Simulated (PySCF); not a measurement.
Start geometry of `C#C[C@@]12CCC[C@@H](CC1)C2` from GFN2-xTB (Å):
```
atom  x, y, z in Å
C1     3.3333    1.2617   -0.5492
C2     2.2247    0.8364   -0.3980
C3     0.8780    0.3323   -0.2185
C4     0.9191   -1.1676    0.1180
C5    -0.4761   -1.7031    0.4361
C6    -1.5075   -1.2473   -0.5957
C7    -1.3806    0.2509   -0.8822
C8    -1.3706    1.0804    0.4103
C9     0.1037    1.1280    0.8538
C10    0.0027    0.5259   -1.4637
H11    4.3054    1.6333   -0.6806
H12    1.5819   -1.3363    0.9703
H13    1.3390   -1.7028   -0.7373
H14   -0.4475   -2.7946    0.4707
H15   -0.7793   -1.3586    1.4257
H16   -1.3636   -1.7953   -1.5303
H17   -2.5119   -1.4751   -0.2309
H18   -2.1836    0.5616   -1.5562
H19   -1.7374    2.0872    0.2066
H20   -2.0163    0.6423    1.1708
H21    0.4670    2.1565    0.8761
H22    0.2575    0.7038    1.8452
H23    0.2706   -0.1521   -2.2730
H24    0.0797    1.5523   -1.8268
```

Task: What comes out of this run: PBE0-D3(BJ)/def2-SVP geometry optimisation, gas phase in PySCF?

Result: 
```
atom  x, y, z in Å
C1     3.4639    1.4102   -0.7615
C2     2.3345    0.9965   -0.6123
C3     0.9760    0.4968   -0.4314
C4     1.0066   -1.0119   -0.0969
C5    -0.3869   -1.5602    0.1991
C6    -1.4248   -1.0967   -0.8209
C7    -1.2996    0.4030   -1.1028
C8    -1.2930    1.2337    0.1943
C9     0.1846    1.2873    0.6465
C10    0.0866    0.6972   -1.6751
H11    4.4639    1.7771   -0.8962
H12    1.6756   -1.1827    0.7614
H13    1.4554   -1.5394   -0.9552
H14   -0.3544   -2.6604    0.2448
H15   -0.6975   -1.2320    1.2052
H16   -1.2956   -1.6463   -1.7696
H17   -2.4387   -1.3339   -0.4585
H18   -2.1039    0.7189   -1.7851
H19   -1.6659    2.2487   -0.0090
H20   -1.9559    0.8028    0.9608
H21    0.5510    2.3231    0.6791
H22    0.3500    0.8605    1.6473
H23    0.3753    0.0359   -2.5068
H24    0.1613    1.7385   -2.0269
```

The energy falls by 0.065 eV over 4 energy and gradient evaluations, the largest force component goes from 0.0221 to 2.0e-04 Eh/bohr, and the atoms move by 0.025 Å rms after alignment. The bond that changes most is C1–H11 (terminal alkyne carbon to alkyne hydrogen), which lengthens by 0.025 Å. Bonds longer at the end by more than 0.005 Å: 20 of 25; shorter: 0. Rotational constants go from 2420, 1168, 1028 to 2403, 1151, 1012 MHz. The orientation of the end geometry is arbitrary; only internal coordinates are fixed.

The run used 210 basis functions and 27 SCF cycles in all. On one thread of an Arm Neoverse V1, no GPU, on a shared host, this took 1.7 min.

No frequency check.
